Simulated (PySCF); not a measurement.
Static response to an electric field

C3H4F4O.
Numbering: `[OH:1][CH2:2][C@@H:3]([F:4])[C:5]([F:6])([F:7])[F:8]` (hydrogens: H9 on O1; H10, H11 on C2; H12 on C3)

Geometry (PBE0-D3(BJ)/def2-SVP, Å), atoms numbered from 1 in this order:
```xyz
12
C3H4F4O angstrom
O     -0.5870    1.6422    0.7198
C     -0.9608    0.3027    0.6986
C     -0.2634   -0.4826   -0.3911
F     -0.5945    0.0615   -1.6102
C      1.2582   -0.4846   -0.3032
F      1.6372   -0.8737    0.9162
F      1.7820    0.7092   -0.5486
F      1.7724   -1.3435   -1.1846
H     -0.7049    1.9935   -0.1708
H     -0.7068   -0.1371    1.6751
H     -2.0502    0.1640    0.5467
H     -0.5862   -1.5375   -0.3686
```

Level: CAM-B3LYP/def2-SVPD (PySCF), static field, nuclei fixed, core orbitals frozen in the response. The polarisability tensor in these axes (au):

```
x   45.67 -1.24 -1.37
y   -1.24 46.28  0.37
z   -1.37  0.37 44.77
```

Problem. Diagonalise the tensor; give its mean and Δα, where Δα² is half the sum of the squared differences of the eigenvalues.

Solution. Principal values 43.69, 45.30 and 47.72 au; mean 45.57 au = 6.75 Å³ = 7.51 × 10⁻⁴⁰ C²·m²/J; Δα = 3.51 au (8 % of the mean).

Problem. What is the dipole moment, and where does it point?

Solution. (-2.17, -1.18, 0.27) D, 2.49 D in size, pointing from the negative to the positive side. Measured along this direction, the outermost atoms are F7 at the negative end and H11 at the positive end.

Problem. Sum over states: ᾱ = Σ f/ω², ω in Eh. What share falls to these 10 lowest TDDFT singlets (eV, f)? 7.60, 0.0097; 8.56, 0.0378; 9.12, 0.0126; 9.24, 0.0154; 9.36, 0.0345; 9.69, 0.0101; 9.91, 0.0222; 9.96, 0.0295; 10.23, 0.0011; 10.28, 0.0019.

Solution. They add up to 1.53 au, 3.4 % of the 45.57 au; the largest single term is 0.38 au, from the state at 8.56 eV. Terms in order: 0.12, 0.38, 0.11, 0.13, 0.29, 0.08, 0.17, 0.22, 0.01, 0.01 au. Higher excitations give the rest. The strengths listed sum to 0.175.

Problem. Rayleigh depolarisation ratio (linearly polarised light, static tensor)?

Solution. ρ = 3Δα²/(45ᾱ² + 4Δα²) = 37.0/(93465 + 49.3) = 0.000396.

Problem. Give the eigenvalues of the traceless quadrupole moment Θ = ½Σq(3rr − r²1), origin at the centre of nuclear charge.

Solution. -7.18, 0.79, 6.39 D·Å. The values depend on the origin, since the dipole doesn't vanish. The electronic extent ⟨r²⟩ about the same centre is 835 bohr², a root-mean-square distance of 1.88 Å for the 66 electrons.

Problem. Estimate the molar refractivity from the static electronic polarisability.

Solution. Lorentz–Lorenz: R = (4π/3)N_A α = 2.5225 cm³/(mol·Å³) × 6.75 Å³ = 17.0 cm³/mol, in the limit of long wavelengths.

Problem. Give the principal axes and the span of the nuclei along them.

Solution. Largest value along (-0.65, 0.66, 0.38), where the nuclei span 4.22 Å; middle along (0.41, 0.73, -0.55), 2.86 Å; least along (0.64, 0.20, 0.74), 3.12 Å. The strongest response lies along the longest span, while the other two are in reverse order.

Isolated species at its PBE0-D3(BJ)/def2-SVP geometry (one conformer only).
